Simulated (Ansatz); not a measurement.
Calculation: frozen-core CCSD(T)/cc-pVQZ // ωB97X-D3(BJ)/def2-TZVP (Ansatz, a first-principles code). The restricted HF reference is unstable towards unrestricted orbitals.

Ansatz 0.2 input:
```yaml
crystal:
  periodic: [false, false, false]
  atoms:
    - { symbol: F, position_ang: [-2.004545, 1.132873, -0.056948] }
    - { symbol: Si, position_ang: [-1.031654, -0.073354, 0.374053] }
    - { symbol: Si, position_ang: [1.031657, 0.073354, -0.374052] }
    - { symbol: F, position_ang: [2.004549, -1.132873, 0.056948] }
    - { symbol: H, position_ang: [-1.777508, -1.335139, 0.147031] }
    - { symbol: H, position_ang: [1.777512, 1.335139, -0.147031] }
basis:
  gaussian: { orbitals: cc-pVQZ }
correlation:
  method: ccsd_t
```

Output:

```
Functional definition: HF
1733 factors; integrals over basis functions are off by at most 8.7e-4 eV
mean field evaluation 1: about -21169.7814 eV, gradient 3.6e1 eV
mean field evaluation 2: about -21169.8944 eV, gradient 3.6e1 eV
mean field evaluation 4: about -21172.4511 eV, gradient 2.5e0 eV
mean field evaluation 8: about -21172.5004 eV, gradient 2.3e-1 eV
mean field evaluation 16: about -21169.7816 eV, gradient 3.6e1 eV
mean field -21172.50144913 eV, -778.0750770186 hartree, gradient 2.8e-6 eV, S^2 0.000000; 0 other end points of the search recorded, 0 dependent functions left out; unrestricted orbitals would lower it
12 core orbitals not correlated
reference -21172.50144913 eV, -778.0750770186 hartree; 12, 12 occupied and 264, 264 virtual orbitals, 1733 factors
second order -21.62386048 eV of doubles, -0.00000000 eV of singles
cycle   1  -21.55256482 eV  change    7.1e-2 eV  update   1.1e-1
cycle   2  -22.07556702 eV  change   -5.2e-1 eV  update   4.2e-2
cycle   3  -22.23364688 eV  change   -1.6e-1 eV  update   2.4e-2
cycle   4  -22.20667898 eV  change    2.7e-2 eV  update   7.6e-3
cycle   5  -22.20031060 eV  change    6.4e-3 eV  update   3.7e-3
cycle   6  -22.20429162 eV  change   -4.0e-3 eV  update   1.5e-3
cycle   7  -22.20388256 eV  change    4.1e-4 eV  update   7.1e-4
cycle   8  -22.20348241 eV  change    4.0e-4 eV  update   3.0e-4
cycle   9  -22.20374072 eV  change   -2.6e-4 eV  update   1.6e-4
cycle  10  -22.20376384 eV  change   -2.3e-5 eV  update   6.7e-5
cycle  11  -22.20368761 eV  change    7.6e-5 eV  update   3.2e-5
cycle  12  -22.20373018 eV  change   -4.3e-5 eV  update   1.6e-5
cycle  13  -22.20372217 eV  change    8.0e-6 eV  update   5.9e-6
perturbative correction -0.85919498 eV, -0.0315748333 hartree
Total energy: -21195.56436628 eV, -778.9226235914 hartree
```

Cost: around 16 core-minutes (rough).
